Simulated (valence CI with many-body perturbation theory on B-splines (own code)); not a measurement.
Cd¹⁶⁺: electric-dipole lines

Computed by configuration interaction combined with many-body perturbation theory (CI+MBPT): four valence electrons over a frozen Dirac-Fock core [Ar] 3d10, a basis of 11 s, 11 p, 9 d, 7 f, 5 g, 2 h, 1 i functions for each j, with the one-electron correlation potential Σ1 (screened to all orders), the two-electron term Σ2, the three-electron term Σ3, Breit, model QED; selected single and double excitations, second order for the rest (own B-spline code, finite nucleus).

No measured levels were compared; by estimate levels hold to about 250 cm⁻¹ or 0.2 % of their energy and the worst to 1 %, as in measured heavy ions of charge 2 to 7; those with d or f electrons hold less well.

Lines 51 to 100 of 222 in falling wavelength, among levels below 133.62 eV, chosen from the strongest by gf and those to the six lowest levels. Wavelengths and rates use the calculated energies, so an error of 1000 cm⁻¹ moves a line at 25.03 nm by 0.25 % and its rate by three times that or more. Electric multipoles are in the length gauge, E1 and E2 with the static RPA response of the core. Weak lines are less certain than strong ones. Lines between different terms over intervals too small for the method are left out, as are lines whose strength nearly cancels. The highest levels of a list are the least certain.

Names give the largest LS component (configuration and term), which can be under half, so a name can repeat, a term be missing and a line seem to break the LS rules; names also repeat where a configuration has a term twice. Letters in brackets count levels of one name in rising energy.

```
λ vac (nm)               Upper            Lower   A (s⁻¹)  S (a.u.) with core polarisation  S without
     25.03  4s 4p2 4d 3P_0 [b]  4s2 4p 4d 3D°_1  1.09e+10                         8.44e-02   9.23e-02
     24.98      4s 4p2 4d 3G_3  4s2 4p 4d 3F°_2  1.19e+10                         6.39e-01   7.02e-01
     24.94        4s 4p3 3P°_1     4s2 4p2 3P_2  7.09e+08                         1.63e-02   1.78e-02
     24.64  4s 4p2 4d 3F_2 [c]  4s2 4p 4d 3D°_1  8.15e+09                         3.01e-01   3.31e-01
     24.56        4s 4p3 3P°_2     4s2 4p2 3P_2  1.84e+10                         6.71e-01   7.35e-01
     24.50        4s 4p3 3P°_0     4s2 4p2 3P_1  1.45e+10                         1.05e-01   1.15e-01
     24.41  4s 4p2 4d 3F_3 [b]  4s2 4p 4d 3P°_2  5.01e+09                         2.52e-01   2.77e-01
     24.40  4s 4p2 4d 3F_2 [b]  4s2 4p 4d 3F°_2  1.32e+10                         4.73e-01   5.18e-01
     24.35  4s 4p2 4d 3D_2 [b]  4s2 4p 4d 3P°_2  4.01e+09                         1.43e-01   1.56e-01
     24.25  4s 4p2 4d 3D_2 [c]  4s2 4p 4d 3D°_1  8.40e+09                         2.96e-01   3.25e-01
     24.20  4s 4p2 4d 3D_3 [b]  4s2 4p 4d 3F°_3  3.64e+09                         1.78e-01   1.95e-01
     24.04        4s 4p3 3P°_1     4s2 4p2 3P_1  1.49e+10                         3.07e-01   3.36e-01
     23.96  4s 4p2 4d 3P_1 [b]  4s2 4p 4d 3P°_2  1.17e+10                         2.39e-01   2.61e-01
     23.78  4s 4p2 4d 3F_3 [c]  4s2 4p 4d 3P°_2  2.17e+09                         1.01e-01   1.11e-01
     23.74        4s 4p3 1P°_1     4s2 4p2 1S_0  1.20e+10                         2.37e-01   2.60e-01
     23.69        4s 4p3 3P°_2     4s2 4p2 3P_1  1.81e+07                         5.95e-04   6.43e-04
     23.57  4s 4p2 4d 3P_1 [c]  4s2 4p 4d 3D°_1  4.89e+09                         9.48e-02   1.04e-01
     23.36            4p4 3P_0     4s 4p3 3D°_1  1.94e+10                         1.22e-01   1.33e-01
     23.27            4p4 1D_2     4s 4p3 3D°_3  6.13e+09                         1.91e-01   2.09e-01
     23.06  4s 4p2 4d 3F_3 [b]  4s2 4p 4d 3F°_3  1.45e+10                         6.15e-01   6.73e-01
     23.03  4s 4p2 4d 3D_1 [a]  4s2 4p 4d 3F°_2  1.27e+10                         2.29e-01   2.51e-01
     22.86  4s 4p2 4d 3P_2 [b]  4s2 4p 4d 3P°_2  1.13e+10                         3.32e-01   3.63e-01
     22.76            4p4 3P_1     4s 4p3 3D°_2  1.11e+10                         1.95e-01   2.13e-01
     22.72  4s 4p2 4d 3F_2 [c]  4s2 4p 4d 3F°_3  6.54e+09                         1.89e-01   2.07e-01
     22.52  4s 4p2 4d 3D_1 [b]  4s2 4p 4d 3F°_2  2.21e+10                         3.73e-01   4.08e-01
     22.50  4s 4p2 4d 3F_3 [c]  4s2 4p 4d 3F°_3  6.28e+09                         2.47e-01   2.71e-01
     22.38  4s 4p2 4d 3D_2 [c]  4s2 4p 4d 3F°_3  3.25e+10                         8.98e-01   9.82e-01
     22.27            4p4 3P_1     4s 4p3 3D°_1  5.53e+09                         9.04e-02   9.91e-02
     22.17  4s 4p2 4d 3D_2 [a]  4s2 4p 4d 3F°_2  7.48e+09                         2.01e-01   2.20e-01
     22.12        4s 4p3 3S°_1     4s2 4p2 3P_2  6.17e+10                         9.89e-01   1.08e+00
     22.08            4p4 3P_2     4s 4p3 5S°_2  2.49e+09                         6.62e-02   7.24e-02
     21.89     4s2 4p 4d 3F°_2     4s2 4p2 1D_2  3.16e+09                         8.17e-02   8.91e-02
     21.81        4s 4p3 1D°_2     4s2 4p2 3P_2  2.09e+09                         5.34e-02   5.86e-02
     21.73        4s 4p3 1P°_1     4s2 4p2 1D_2  6.06e+10                         9.21e-01   1.01e+00
     21.72  4s 4p2 4d 3D_2 [b]  4s2 4p 4d 3F°_2  4.02e+09                         1.02e-01   1.11e-01
     21.67  4s 4p2 4d 3P_2 [b]  4s2 4p 4d 3F°_3  8.71e+09                         2.19e-01   2.39e-01
     21.46  4s 4p2 4d 3F_2 [c]  4s2 4p 4d 3F°_2  1.42e+10                         3.46e-01   3.79e-01
     21.43        4s 4p3 3P°_1     4s2 4p2 3P_0  2.84e+09                         4.14e-02   4.52e-02
     21.42        4s 4p3 3S°_1     4s2 4p2 3P_1  2.28e+10                         3.32e-01   3.62e-01
     21.12        4s 4p3 1D°_2     4s2 4p2 3P_1  6.15e+08                         1.43e-02   1.56e-02
     20.92     4s2 4p 4d 3D°_1     4s2 4p2 1S_0  7.66e+07                         1.04e-03   1.11e-03
     20.72     4s2 4p 4d 3F°_3     4s2 4p2 1D_2  7.84e+07                         2.41e-03   2.66e-03
     20.64  4s 4p2 4d 3P_1 [c]  4s2 4p 4d 3F°_2  8.80e+09                         1.15e-01   1.25e-01
     20.35  4s 4p2 4d 3D_3 [a]     4s 4p3 1D°_2  3.27e+09                         9.52e-02   1.04e-01
     19.79  4s 4p2 4d 3D_1 [b]     4s 4p3 1D°_2  8.38e+09                         9.61e-02   1.05e-01
     19.74     4s2 4p 4d 3P°_2     4s2 4p2 1D_2  5.30e+09                         1.01e-01   1.10e-01
     19.60  4s 4p2 4d 3P_1 [a]     4s 4p3 3P°_2  1.49e+10                         1.66e-01   1.80e-01
     19.58            4p4 3P_1     4s 4p3 5S°_2  4.27e+07                         4.75e-04   5.17e-04
     19.41  4s 4p2 4d 3D_1 [c]     4s 4p3 1D°_2  6.26e+09                         6.77e-02   7.38e-02
     19.34     4s2 4p 4d 3D°_1     4s2 4p2 1D_2  2.08e+09                         2.23e-02   2.43e-02
```
